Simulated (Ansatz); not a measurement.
`B[SiH2]CF` + `OBF` → `B[SiH2]OBF` + `CF`  (ligand exchange at the Si–C bond)

Computed with Ansatz on PBE0-D4/def2-TZVP structures; ΔE is electronic, products minus reactants. CCSD(T)/CBS adds triple-zeta CCSD(T) − MP2 to the extrapolated MP2 energy (def2 sets, frozen cores). This one scheme is used for every species. Functionals use def2-TZVPP. B3LYP here is the variant with VWN-RPA as its local correlation; programs differ in this. Each species was taken in one conformer, which may not be the lowest.

(1) Is it downhill or uphill in electronic energy at CCSD(T)/CBS, and by how much? (An estimate is asked.)

(2) What do these levels give: r2SCANh-D4, B3LYP, RPA@PBE/def2-TZVPP, MP2/def2-TZVPP, CCSD(T)/def2-TZVPP, MP2/def2-QZVPP? (An estimate is asked.)

Largest T1 diagnostic among the species: 0.013.

Results:

(1) Computed: Downhill: ΔE = -1.11 eV.

(2) Computed: r2SCANh-D4 -1.08, B3LYP -1.11, RPA@PBE/def2-TZVPP -1.09, MP2/def2-TZVPP -1.14, CCSD(T)/def2-TZVPP -1.10, MP2/def2-QZVPP -1.15 eV.

At CCSD(T), def2-SVP lies +0.10 eV from the extrapolated value and def2-TZVPP +0.00 eV. From PBE to PBE0 (25 % exact exchange), in def2-TZVPP and without D4, ΔE moves by −0.07 eV. In def2-TZVPP, CCSD(T) changes the Hartree–Fock value by +0.22 eV (the triples alone add +0.03 eV) and MP2 by +0.18 eV.
